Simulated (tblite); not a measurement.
Species: C₅H₇NOSi.
Bonds: Si1–O2, O2–C3, C3–C4 (aromatic), C4–C5 (aromatic), C5–C6 (aromatic), C6–C7 (aromatic), C7–N8 (aromatic), C3–N8 (aromatic). Hydrogens: H9, H10, H11 on Si1; H12 on C4; H13 on C5; H14 on C6; H15 on C7.

Computed with GFN2-xTB (tblite), gas phase: nudged elastic band of 9 images (0 to 8), spring 0.2 eV/Å², climbing image at the end, force threshold 0.05 eV/Å. The top image wasn't refined or checked by frequencies; at this threshold it can lie a kcal/mol or more above the true saddle point of the method.

The band describes a rotation about C3–O2 (aromatic carbon bearing oxygen, silyl ether oxygen), followed by the dihedral C4–C3–O2–Si1, from the optimised start (180°) to a second optimised geometry at 0°.

**Question.** Give the energy profile along the converged band.

**Answer.** 
| image | dihedral (°) | E (eV) | C3–O2 (Å) | C4···Si1 (Å) | largest true force (eV/Å) |
| --- | --- | --- | --- | --- | --- |
| 0 | 180 | 0.000 | 1.327 | 3.91 | 0.01 |
| 1 | -160 | 0.035 | 1.330 | 3.89 | 0.04 |
| 2 | -139 | 0.098 | 1.334 | 3.82 | 0.06 |
| 3 | -115 | 0.153 | 1.338 | 3.69 | 0.05 |
| 4 | -89 | 0.187 | 1.341 | 3.51 | 0.04 |
| 5 | -65 | 0.197 | 1.340 | 3.35 | 0.04 |
| 6 | -42 | 0.189 | 1.338 | 3.24 | 0.05 |
| 7 | -21 | 0.165 | 1.336 | 3.16 | 0.05 |
| 8 | 0 | 0.139 | 1.332 | 3.24 | 0.01 |

Barriers of this band. The top is image 5 at -65°: 0.197 eV forward and 0.058 eV back; the end lies 0.139 eV above the start. The central bond is 0.013 Å longer at the top than at the start.

**Question.** What rate follows at 298 K for crossing this barrier forward?

**Answer.** Taking the electronic barrier for the free energy of activation (no zero-point or entropy terms, transmission 1), rate = (kT/h)·exp(−ΔE/kT) ≈ 3 × 10^9 s⁻¹, whose inverse is 3 × 10^-10 s. An error of 1 kcal/mol in the barrier changes this by a factor of 5, and the method and the loose band can each miss by that much or more.

**Question.** How would the two end points share their population at 298 K, from these energies alone?

**Answer.** exp(−ΔE/kT) with ΔE = 0.139 eV gives 0.0045 for the higher one (end) against 1 for the lower, without vibrational, rotational or degeneracy terms.

**Question.** How long is the path, and how are the images spaced?

**Answer.** Cartesian distances between aligned neighbours (all atoms, Å): 0.96, 0.94, 0.94, 0.94, 0.94, 0.95, 0.97, 0.89; the sum is 7.54 Å, and the top lies 63 % of the way along.

The cost below is that of the whole band run. The run took 3.7 s wall on an Arm Neoverse V1 with one thread, shared host with 32 logical CPUs at a one-minute load of 9.4, and the process peaked at 0.18 GiB of memory.
